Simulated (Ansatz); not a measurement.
Ansatz (a program for electronic structure) input file for SiI₄, SMILES I[Si](I)(I)I, r2SCAN-D4/def2-SVP. 

Ansatz 0.2 input:
```yaml
crystal:
  periodic: [false, false, false]
  atoms:
    - {symbol: I, position_ang: [1.42706765, -1.42706765, 1.42706765]}
    - {symbol: Si, position_ang: [-0.00000000, 0.00000000, 0.00000000]}
    - {symbol: I, position_ang: [-1.42706765, -1.42706765, -1.42706766]}
    - {symbol: I, position_ang: [-1.42706765, 1.42706765, 1.42706765]}
    - {symbol: I, position_ang: [1.42706765, 1.42706766, -1.42706765]}
basis:
  gaussian:
    orbitals: def2-SVP
hamiltonian:
  xc: r2scan
  dispersion: d4
relax: {f_tol: 0.002, max_steps: 200}
```

Program output:

```
WARN ansatz: RAYON_NUM_THREADS=1 ignored (pool sized by the plan → 1); use --threads N
Functional definition: r2SCAN
integrals: 0.09 GiB planned
1460 factors; their error is unknown
mean field: 0.42 GiB planned
mean field evaluation 1: about -40294.4411 eV, gradient 9.8e0 eV
mean field evaluation 2: about -40293.9119 eV, gradient 1.7e1 eV
mean field evaluation 4: about -40294.7415 eV, gradient 4.7e-1 eV
mean field evaluation 8: about -40294.7041 eV, gradient 2.4e-3 eV
mean field -40294.70405255 eV, -1480.8030612000 hartree, gradient 4.4e-5 eV, S^2 0.000000; 0 other end points of the search recorded, 0 dependent functions left out
the calculation of the forces begins
reference -40294.70406143 eV, -1480.8030615262 hartree; 57, 57 occupied and 65, 65 virtual orbitals, 1460 factors
relax step   1: F+E_penalty+E_count = -40294.78726061 eV  Δ(F+E_penalty+E_count) = +0.000e0 eV  max|allowed force component| = 1.518e-1 eV/Å  Δτ_max = 0.0000 Å  (25 SCF iters, accepted)
these checks for a lower state are left out or cut short: starts, cluster_reference, orbital_swaps, neighbouring_geometries, increment
integrals: 0.09 GiB planned
1460 factors; their error is unknown
mean field: 0.43 GiB planned
mean field evaluation 16: about -40294.7451 eV, gradient 2.2e-2 eV
mean field -40294.70692804 eV, -1480.8031668722 hartree, gradient 7.6e-5 eV, S^2 0.000000; 0 other end points of the search recorded, 0 dependent functions left out
the calculation of the forces begins
reference -40294.70693686 eV, -1480.8031671964 hartree; 57, 57 occupied and 65, 65 virtual orbitals, 1460 factors
relax step   2: F+E_penalty+E_count = -40294.79060923 eV  Δ(F+E_penalty+E_count) = -3.349e-3 eV  max|allowed force component| = 1.343e-1 eV/Å  Δτ_max = 0.0382 Å  (24 SCF iters, accepted)
these checks for a lower state are left out or cut short: starts, cluster_reference, orbital_swaps, neighbouring_geometries, increment
integrals: 0.09 GiB planned
1460 factors; their error is unknown
mean field: 0.43 GiB planned
mean field -40294.71500284 eV, -1480.8034636157 hartree, gradient 7.9e-5 eV, S^2 0.000000; 0 other end points of the search recorded, 0 dependent functions left out
the calculation of the forces begins
reference -40294.71501169 eV, -1480.8034639407 hartree; 57, 57 occupied and 65, 65 virtual orbitals, 1460 factors
relax step   3: F+E_penalty+E_count = -40294.79847922 eV  Δ(F+E_penalty+E_count) = -7.870e-3 eV  max|allowed force component| = 3.463e-3 eV/Å  Δτ_max = 0.0167 Å  (24 SCF iters, accepted)
these checks for a lower state are left out or cut short: starts, cluster_reference, orbital_swaps, neighbouring_geometries, increment
integrals: 0.09 GiB planned
1460 factors; their error is unknown
mean field: 0.43 GiB planned
mean field -40294.71501528 eV, -1480.8034640727 hartree, gradient 1.8e-5 eV, S^2 0.000000; 0 other end points of the search recorded, 0 dependent functions left out
the calculation of the forces begins
reference -40294.71502412 eV, -1480.8034643978 hartree; 57, 57 occupied and 65, 65 virtual orbitals, 1460 factors
relax step   4: F+E_penalty+E_count = -40294.79848194 eV  Δ(F+E_penalty+E_count) = -2.719e-6 eV  max|allowed force component| = 2.461e-3 eV/Å  Δτ_max = 0.0008 Å  (19 SCF iters, accepted)
these checks for a lower state are left out or cut short: starts, cluster_reference, orbital_swaps, neighbouring_geometries, increment
integrals: 0.09 GiB planned
1460 factors; their error is unknown
mean field: 0.43 GiB planned
mean field evaluation 32: about -40294.7530 eV, gradient 6.7e-2 eV
mean field -40294.71501402 eV, -1480.8034640263 hartree, gradient 1.8e-5 eV, S^2 0.000000; 0 other end points of the search recorded, 0 dependent functions left out
the calculation of the forces begins
reference -40294.71502286 eV, -1480.8034643513 hartree; 57, 57 occupied and 65, 65 virtual orbitals, 1460 factors
relax step   5: F+E_penalty+E_count = -40294.79848472 eV  Δ(F+E_penalty+E_count) = -2.782e-6 eV  max|allowed force component| = 2.775e-6 eV/Å  Δτ_max = 0.0003 Å  (18 SCF iters, accepted)
integrals: 0.09 GiB planned
1460 factors; their error is unknown
mean field: 0.43 GiB planned
mean field -40294.71501402 eV, -1480.8034640263 hartree, gradient 1.8e-5 eV, S^2 0.000000; 1 other end points of the search recorded, 0 dependent functions left out
the calculation of the forces begins
reference -40294.71502286 eV, -1480.8034643513 hartree; 57, 57 occupied and 65, 65 virtual orbitals, 1460 factors
Total energy: -40294.79849357 eV, -1480.8065318432 hartree
Atom 0 at     1.414920    -1.414921     1.414920 Å, force     0.000003    -0.000002     0.000003 eV/Å
Atom 1 at    -0.000000     0.000000     0.000000 Å, force    -0.000000    -0.000001     0.000000 eV/Å
Atom 2 at    -1.414920    -1.414921    -1.414920 Å, force    -0.000003    -0.000002    -0.000003 eV/Å
Atom 3 at    -1.414921     1.414920     1.414921 Å, force    -0.000002     0.000003     0.000002 eV/Å
Atom 4 at     1.414921     1.414921    -1.414921 Å, force     0.000002     0.000003    -0.000002 eV/Å
Dipole moment:    -0.000000     0.000000    -0.000000 e Å
```

The run converged.

Cost: very roughly 60 core-seconds.
